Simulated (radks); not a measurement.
All-electron atom: Sb16+ in [Ar] 3d10 4s2 4p5. Calculated with a radial shooting solver on a logarithmic mesh with Libxc functionals: Dirac Kohn-Sham, revPBE, spin-unpolarised, spherical densities, finite nucleus; open shells fill j = l - 1/2 first; Fermi nuclear charge, rms radius 4.6802 fm.

Unscreened Slater integrals over Kohn-Sham orbitals (cm^-1). Large and small components are both included. Empty in this configuration: 4d3/2.

integral,value
"F0(4p3/2,4p3/2)",259330
"F2(4p3/2,4p3/2)",137060
"F0(4p3/2,4p1/2)",262460
"G2(4p3/2,4p1/2)",138140
"F0(4p3/2,4s1/2)",265210
"G1(4p3/2,4s1/2)",180850
"F0(4p3/2,3d5/2)",330940
"F2(4p3/2,3d5/2)",88413
"G1(4p3/2,3d5/2)",28884
"G3(4p3/2,3d5/2)",28648
"F0(4p3/2,4d3/2)",253950
"F2(4p3/2,4d3/2)",131970
"G1(4p3/2,4d3/2)",166500
"G3(4p3/2,4d3/2)",105780
"F0(4p1/2,4p1/2)",265770
"F0(4p1/2,4s1/2)",268640
"G1(4p1/2,4s1/2)",183630
"F0(4p1/2,3d5/2)",337880
"G3(4p1/2,3d5/2)",29793
"F0(4p1/2,4d3/2)",256900
"G1(4p1/2,4d3/2)",168770
"F0(4s1/2,4s1/2)",271690
"F0(4s1/2,3d5/2)",342710
"G2(4s1/2,3d5/2)",30668
"F0(4s1/2,4d3/2)",259490
"G2(4s1/2,4d3/2)",130950
"F0(3d5/2,3d5/2)",658210
"F2(3d5/2,3d5/2)",330830
"F4(3d5/2,3d5/2)",211730
"F0(3d5/2,4d3/2)",323600
"F2(3d5/2,4d3/2)",85456
"G2(3d5/2,4d3/2)",33938
"G4(3d5/2,4d3/2)",26342
"F0(4d3/2,4d3/2)",249270
"F2(4d3/2,4d3/2)",128540
